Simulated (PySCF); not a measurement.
## CoCl⁻ at BHandHLYP

Level: BHandHLYP. Co def2-TZVPPD, Cl def2-TZVPPD; no relativity (PySCF 2.14).

For CoCl⁻, the state is quartet, unpaired electrons σ ↑, π ↑, δ ↑, a mixture of terms (⟨Lz²⟩ = 4.5). The bond length is 2.374 Å, the harmonic wavenumber is 234 cm⁻¹ and the force constant is 0.708 mdyn/Å. The rotational constant Be is 0.1363 cm⁻¹. The anharmonicity ωexe is 2.06 cm⁻¹, the vibration–rotation constant αe is 0.00139 cm⁻¹ and the bond order (Mayer) is -0.05. The dipole moment (positive dipole points towards Cl; it is taken about the centre of mass and depends on that origin) is 0.31 D.

De is left out where the level can put another filling of the metal’s s and d shells below the measured ground configuration, by anything from nothing to about 1 eV. The state is the lowest single determinant that the PBE0 search found; with open d or f shells the true ground state can be another one.
